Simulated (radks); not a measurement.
The numbers below are computed, except where a source is named.
Problem. Ionisation of the zirconium ion Zr3+, [Kr] 4d1, to Zr4+, [Kr], under several functionals. Scalar-relativistic Kohn-Sham, spin-polarised, spherical densities, point nucleus; open shells are filled with parallel spins first (spin-orbit coupling, left out, can overturn this in heavy ions); a radial shooting solver on a logarithmic mesh with Libxc functionals. The NIST Atomic Spectra Database gives 34.418 eV (measured). Rank these functionals by the error of their Delta-SCF ionisation energy: exchange-only PBE; BLYP; LDA (Slater exchange, Perdew-Zunger correlation); SOGGA; XLYP; BP86; LDA (Slater exchange, VWN5 correlation); PW91; revPBE.

Solution. From best to worst: XLYP 34.392 eV (-0.027); BP86 34.449 eV (+0.030); revPBE 34.385 eV (-0.033); BLYP 34.342 eV (-0.076); PW91 34.515 eV (+0.096); SOGGA 34.311 eV (-0.107); LDA (Slater exchange, Perdew-Zunger correlation) 34.560 eV (+0.142); LDA (Slater exchange, VWN5 correlation) 34.580 eV (+0.162); exchange-only PBE 33.424 eV (-0.995). Open shells are spherical and high-spin; term and fine-structure splittings are not resolved.
